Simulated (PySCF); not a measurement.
Cu(OH2)2 (CuH4O2), SMILES [OH2]->[Cu+]<-[OH2], charge +1, multiplicity 1. Atoms are numbered in the order given.

```xyz
7

Cu     0.0000     0.0000     0.0040
O     -1.8794    -0.0331    -0.0316
H     -2.4172    -0.4405     0.6599
H     -2.4097     0.6483    -0.4653
O      1.8794     0.0331    -0.0316
H      2.4172     0.4405     0.6599
H      2.4097    -0.6483    -0.4653
```
Charge +1, spin multiplicity 1.

Geometry: r2SCAN-D4/def2-TZVP. The multiplicity is an assumed one; other spin states were not compared.

Calculation: PBE/pcSseg-1 in PySCF.

GIAO shieldings, no solvent; atoms alike by connectivity are averaged. δ = σ(ref) − σ: ¹⁷O against H2O (σ = 334.3 ppm); ¹H against TMS (σ = 31.49 ppm), references at their B3LYP-D3(BJ)/def2-TZVP geometries, non-relativistic.

Q: Estimate the chemical shifts. (Estimate from the structure and the level; the computed values follow.)

A: 
| nucleus | atoms | count | δ (ppm) |
|---|---|---|---|
| ¹⁷O | O2, O5 | 2 | -27.3 |
| ¹H | H3, H4, H6, H7 | 4 | 2.96 |
